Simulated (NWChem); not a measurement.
System: SiH3OF; SMILES O[SiH2]F

Here is an NWChem input.

```
start job
memory heap 200 mb stack 900 mb global 1100 mb
geometry units angstroms noautoz
  Si    -0.432841     0.047946    -0.034547
  O      0.592356    -1.234000    -0.206701
  F      0.369405     1.445813    -0.079452
  H     -1.352001    -0.016867    -1.187639
  H     -1.137597     0.011102     1.272384
  H      1.190698    -1.427677     0.528194
end
basis spherical
  * library def2-svpd
end
dft
  xc b3lyp
  iterations 150
  vectors input atomic output neutral.movecs
end
task dft energy
charge 1
dft
  odft
  mult 2
  vectors input atomic output cation.movecs
end
task dft energy
charge -1
dft
  odft
  mult 2
  vectors input atomic output anion.movecs
end
task dft energy
```

Parts of the log:

```
             Northwest Computational Chemistry Package (NWChem) 7.3.0
             --------------------------------------------------------

 C1  symmetry detected

                             Geometry "geometry" -> ""
                             -------------------------

 Output coordinates in angstroms (scale by  1.889725989 to convert to a.u.)

  No.       Tag          Charge          X              Y              Z
 ---- ---------------- ---------- -------------- -------------- --------------
    1 Si                  14.0000    -0.45479349     0.01879363     0.00101821
    2 O                    8.0000     0.46066051    -1.35261079    -0.07140640
    3 F                    9.0000     0.47050794     1.33899716    -0.02194114
    4 H                    1.0000    -1.29865153     0.00122729    -1.20987899
    5 H                    1.0000    -1.24400571     0.08206671     1.25769944
    6 H                    1.0000     0.98991054    -1.57649286     0.70664617

 Effective nuclear repulsion energy (a.u.)     118.3311113584

                                 NWChem DFT Module
                                 -----------------

 Summary of "ao basis" -> "ao basis" (spherical)
 ------------------------------------------------------------------------------
       Tag                 Description            Shells   Functions and Types
 ---------------- ------------------------------  ------  ---------------------
 Si                        def2-svpd                10       24   5s3p2d
 O                         def2-svpd                 9       23   4s3p2d
 F                         def2-svpd                 9       23   4s3p2d
 H                         def2-svpd                 4        8   2s2p

            General Information
            -------------------
          SCF calculation type: DFT
          Wavefunction type:  closed shell.
          No. of atoms     :     6
          No. of electrons :    34
           Alpha electrons :    17
            Beta electrons :    17
          Charge           :     0
          Spin multiplicity:     1
          Use of symmetry is: off; symmetry adaption is: off
          Maximum number of iterations: 150
          AO basis - number of functions:    94
                     number of shells:    40
          Convergence on energy requested:  1.00D-06
          Convergence on density requested:  1.00D-05
          Convergence on gradient requested:  5.00D-04

              XC Information
              --------------
                         B3LYP Method XC Potential
                     Hartree-Fock (Exact) Exchange  0.200
                        Slater Exchange Functional  0.800 local
                    Becke 1988 Exchange Functional  0.720 non-local
              Lee-Yang-Parr Correlation Functional  0.810
                  VWN I RPA Correlation Functional  0.190 local

             Grid Information
             ----------------
          Grid used for XC integration:  medium
          Radial quadrature: Mura-Knowles
          Angular quadrature: Lebedev.
          Tag              B.-S. Rad. Rad. Pts. Rad. Cut. Ang. Pts.
          ---              ---------- --------- --------- ---------
          Si                  1.10       88           9.0       590
          O                   0.60       49          10.0       434
          F                   0.50       49          10.0       434
          H                   0.35       45          10.0       434
          Grid pruning is: on
          Number of quadrature shells:   321
          Spatial weights used:  Erf1

      Superposition of Atomic Density Guess
      -------------------------------------

 Sum of atomic energies:        -464.22822576

      Non-variational initial energy
      ------------------------------

 Total energy =    -464.918042
 1-e energy   =    -878.856747
 2-e energy   =     295.607593
 HOMO         =      -0.397127
 LUMO         =       0.033762

   convergence    iter        energy       DeltaE   RMS-Dens  Diis-err
 ---------------- ----- ----------------- --------- --------- ---------
 d= 0,ls=0.0,diis     1   -466.1941130156 -5.85D+02  1.69D-02  7.04D-01
 d= 0,ls=0.0,diis     2   -466.1263061873  6.78D-02  7.83D-03  1.63D+00
 d= 0,ls=0.0,diis     3   -466.2710870179 -1.45D-01  1.02D-03  1.39D-02
 d= 0,ls=0.0,diis     4   -466.2722438725 -1.16D-03  3.65D-04  1.30D-03
 d= 0,ls=0.0,diis     5   -466.2723432635 -9.94D-05  1.25D-04  4.14D-04
  Resetting Diis
 d= 0,ls=0.0,diis     6   -466.2723783248 -3.51D-05  2.68D-05  7.63D-06
 d= 0,ls=0.0,diis     7   -466.2723791010 -7.76D-07  8.32D-06  1.12D-07

         Total DFT energy =     -466.272379100988
      One electron energy =     -880.883079581285
           Coulomb energy =      337.432219051812
    Exchange-Corr. energy =      -41.152629929866
 Nuclear repulsion energy =      118.331111358353

 Numeric. integr. density =       34.000006750194

                       DFT Final Molecular Orbital Analysis
                       ------------------------------------

 Vector   15  Occ=2.000000D+00  E=-3.905458D-01
              MO Center=  2.6D-02, -4.9D-01, -2.8D-01, r^2= 2.6D+00
   Bfn.  Coefficient  Atom+Function         Bfn.  Coefficient  Atom+Function
  ----- ------------  ---------------      ----- ------------  ---------------
    30      0.350208  2 O  py                31      0.256964  2 O  pz
    52      0.231392  3 F  px                71     -0.228861  4 H  s
    33      0.207829  2 O  py                 4     -0.174767  1 Si s
    34      0.173115  2 O  pz                54      0.167221  3 F  pz
    55     -0.158126  3 F  px                 9      0.154774  1 Si px

[...]
```

Level: B3LYP/def2-SVPD, vertical spin-unrestricted ions. Coordinates come from a B3LYP/6-31G* (spherical d) optimisation.
